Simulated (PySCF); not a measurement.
B(F)(Me)(SiH3) (CH6BFSi), SMILES CB(F)[SiH3].

Geometry optimised at r2SCAN-D4/def2-SVP. A frequency run showed that this geometry is not a minimum.

These are r2SCAN-D4/def2-SVP run with PySCF values and carry that method's errors.

Frequencies are harmonic and unscaled.

Computed normal modes with their intensities:
```json
[
 {"mode": "1", "ν (cm⁻¹)": "31i", "IR (km/mol)": "0.3", "moving atoms (share of kinetic energy)": "H 89 %"},
 {"mode": "2", "ν (cm⁻¹)": "51", "IR (km/mol)": "0.5", "moving atoms (share of kinetic energy)": "H 98 %"},
 {"mode": "3", "ν (cm⁻¹)": "180", "IR (km/mol)": "1.4", "moving atoms (share of kinetic energy)": "H 33 %, F 26 %, C 22 %, B 11 %, Si 9 %"},
 {"mode": "4", "ν (cm⁻¹)": "299", "IR (km/mol)": "9.5", "moving atoms (share of kinetic energy)": "H 58 %, B 35 %"},
 {"mode": "5", "ν (cm⁻¹)": "317", "IR (km/mol)": "5.5", "moving atoms (share of kinetic energy)": "F 36 %, Si 33 %, H 20 %, C 11 %"},
 {"mode": "6", "ν (cm⁻¹)": "522", "IR (km/mol)": "13.4", "moving atoms (share of kinetic energy)": "H 74 %, B 13 %, Si 9 %"},
 {"mode": "7", "ν (cm⁻¹)": "526", "IR (km/mol)": "9.8", "moving atoms (share of kinetic energy)": "H 32 %, Si 19 %, B 17 %, F 17 %, C 16 %"},
 {"mode": "8", "ν (cm⁻¹)": "560", "IR (km/mol)": "26.8", "moving atoms (share of kinetic energy)": "H 67 %, Si 13 %, C 12 %"},
 {"mode": "9", "ν (cm⁻¹)": "815", "IR (km/mol)": "3.2", "moving atoms (share of kinetic energy)": "H 55 %, C 26 %, F 14 %"},
 {"mode": "10", "ν (cm⁻¹)": "823", "IR (km/mol)": "1.9", "moving atoms (share of kinetic energy)": "H 48 %, B 32 %, C 16 %"},
 {"mode": "11", "ν (cm⁻¹)": "869", "IR (km/mol)": "188.6", "moving atoms (share of kinetic energy)": "H 90 %, Si 8 %"},
 {"mode": "12", "ν (cm⁻¹)": "928", "IR (km/mol)": "26.6", "moving atoms (share of kinetic energy)": "H 97 %"},
 {"mode": "13", "ν (cm⁻¹)": "940", "IR (km/mol)": "37.7", "moving atoms (share of kinetic energy)": "H 96 %"},
 {"mode": "14", "ν (cm⁻¹)": "1083", "IR (km/mol)": "85.4", "moving atoms (share of kinetic energy)": "B 57 %, H 30 %, C 10 %"},
 {"mode": "15", "ν (cm⁻¹)": "1266", "IR (km/mol)": "103.8", "moving atoms (share of kinetic energy)": "B 43 %, H 33 %, F 17 %"},
 {"mode": "16", "ν (cm⁻¹)": "1320", "IR (km/mol)": "181.0", "moving atoms (share of kinetic energy)": "H 45 %, B 26 %, C 22 %"},
 {"mode": "17", "ν (cm⁻¹)": "1417", "IR (km/mol)": "15.1", "moving atoms (share of kinetic energy)": "H 96 %"},
 {"mode": "18", "ν (cm⁻¹)": "1426", "IR (km/mol)": "7.2", "moving atoms (share of kinetic energy)": "H 85 %, B 8 %"},
 {"mode": "19", "ν (cm⁻¹)": "2199", "IR (km/mol)": "49.9", "moving atoms (share of kinetic energy)": "H 98 %"},
 {"mode": "20", "ν (cm⁻¹)": "2203", "IR (km/mol)": "92.6", "moving atoms (share of kinetic energy)": "H 96 %"},
 {"mode": "21", "ν (cm⁻¹)": "2211", "IR (km/mol)": "105.7", "moving atoms (share of kinetic energy)": "H 96 %"},
 {"mode": "22", "ν (cm⁻¹)": "3020", "IR (km/mol)": "0.3", "moving atoms (share of kinetic energy)": "H 97 %"},
 {"mode": "23", "ν (cm⁻¹)": "3101", "IR (km/mol)": "0.6", "moving atoms (share of kinetic energy)": "H 91 %, C 9 %"},
 {"mode": "24", "ν (cm⁻¹)": "3144", "IR (km/mol)": "13.3", "moving atoms (share of kinetic energy)": "H 91 %, C 9 %"}
]
```
